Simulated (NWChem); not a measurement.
## Atomisation of C2H6BO2

```
O
B 1 1.3591
O 2 1.3479 1 123.70
C 1 1.4198 2 123.10 3 179.99
H 4 1.1100 1 109.41 2 -120.81
H 4 1.1100 5 108.26 1 119.17
H 4 1.1105 5 108.95 6 118.35
C 3 1.4328 2 122.86 1 0.24
H 8 1.1089 3 111.63 2 0.34
H 8 1.1092 9 109.42 3 -120.71
H 8 1.1092 9 109.39 10 -118.56
```
Charge 0, spin multiplicity 2.

Everything below was run with NWChem. The geometry was optimised at UPBE/def2-SVP, a minimum by its harmonic frequencies. It is one conformer; others weren't searched.

Basis set: def2-TZVP. The atomisation energy is electronic alone: no zero-point, thermal, spin-orbit or counterpoise terms. No value is extrapolated to the basis-set limit. Free atoms are single determinants with multiplicities C 3, O 3, B 2, H 2. Correlated methods freeze the same cores in atoms and molecule, 5 orbitals in all.

```json
[
 {"method": "BHandHLYP", "atomisation energy (kcal/mol)": "999.2", "relative cost": "under 3"},
 {"method": "PBE0", "atomisation energy (kcal/mol)": "1038.3", "relative cost": "under 3"},
 {"method": "MP2", "atomisation energy (kcal/mol)": "1021.8", "relative cost": "4"},
 {"method": "LC-wPBE (omega 0.3 per bohr)", "atomisation energy (kcal/mol)": "1049.4", "relative cost": "6"},
 {"method": "LDA (SVWN5)", "atomisation energy (kcal/mol)": "1199.8", "relative cost": "1"},
 {"method": "PBE", "atomisation energy (kcal/mol)": "1061.6", "relative cost": "under 3"},
 {"method": "M06-2X", "atomisation energy (kcal/mol)": "1044.4", "relative cost": "under 3"},
 {"method": "HF", "atomisation energy (kcal/mol)": "761.1", "relative cost": "under 3"},
 {"method": "B3LYP", "atomisation energy (kcal/mol)": "1032.8", "relative cost": "under 3"}
]
```

The values span 438.8 kcal/mol, from HF (lowest) to LDA (SVWN5) (highest). Costs are rough ratios of processor time within this set of runs, SCF included, with LDA (SVWN5) as 1. Costs are the molecule's.

B3LYP has NWChem's definition, with VWN1-RPA local correlation. GW and range-separated runs recompute their integrals, the others keep them in memory, which bears on the times. The structure started from a generated list of species. The stability of the SCF solutions was not checked. Open-shell Hartree-Fock references start from PBE0 orbitals; any time given for them includes that run.
